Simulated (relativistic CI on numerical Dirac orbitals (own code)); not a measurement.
# Ti4+ in a cubic cluster: 2p photoemission with charge transfer

Computed with a charge-transfer multiplet model of a cubic metal-ligand cluster with up to 2 ligand holes, Slater and spin-orbit integrals from Dirac-Coulomb-Breit ions, Slater integrals scaled by 0.8. The ground state mixes d0 with configurations of k ligand holes L, whose averages lie at kΔ + k(k − 1)U_dd/2; a core hole lowers each added d electron by U_cd. 20 K, Lorentzian 0.6 eV and Gaussian 0.8 eV FWHM.

Atomic integrals in eV (Slater integrals scaled, ζ unscaled), ground: F2dd 6.578, F4dd 4.090, zeta_d 0.013; with the core hole: F2dd 6.578, F4dd 4.090, zeta_d 0.032, zeta_core 3.740, F2cd 5.066, G1cd 3.785, G3cd 2.149. Where a configuration has fewer than two d electrons, the dd integrals are those of d2.

Cluster parameters (eV): Δ = 1.6, U_cd = 6.8, 10Dq = 0.6, 10Dq(ligand) = 0.2, V(eg) = 2.4, V(t2g) = -1.32, final-state hopping factor = 0.9.

| Case | n_d | d0 | d1L | d2L2 | S |
| --- | --- | --- | --- | --- | --- |
| U_dd = 4.5 eV | 0.79 | 0.35 | 0.51 | 0.14 | 0.00 |
| U_dd = 5.2 eV | 0.77 | 0.36 | 0.51 | 0.13 | 0.00 |
| U_dd = 6.6 eV | 0.73 | 0.38 | 0.51 | 0.11 | 0.00 |

Weights, n_d and S are thermal averages at 20 K. Binding energies count from the first peak over 30 % of the highest in each spectrum, which can be another peak from case to case. The parameters are a model scan and need not match a compound or its usual spin state. Peaks in eV (height, largest 100):
- U_dd = 4.5 eV: 0.0 (100), 2.3 (8), 3.9 (8), 6.1 (40), 11.1 (13), 17.1 (7)
- U_dd = 5.2 eV: 0.0 (100), 2.5 (7), 6.1 (40), 10.9 (13), 17.0 (7)
- U_dd = 6.6 eV: 0.0 (100), 6.1 (38), 11.1 (13), 17.0 (7)

A d0 ion has no d-d gap: its lowest excitations are ligand-to-metal charge transfer. With the core hole the average of the configuration with one ligand hole lies at Δ − U_cd = -5.2 eV before mixing: the effective hopping of about 4.9 eV (from the holes of the mixed ground state) is comparable with this gap or larger, so the configurations mix strongly.

With at most 2 ligand holes the space is cut while the next configuration still counts, so covalency is underestimated, and a final configuration with one more ligand hole, which can lie low, is missing from the spectra.
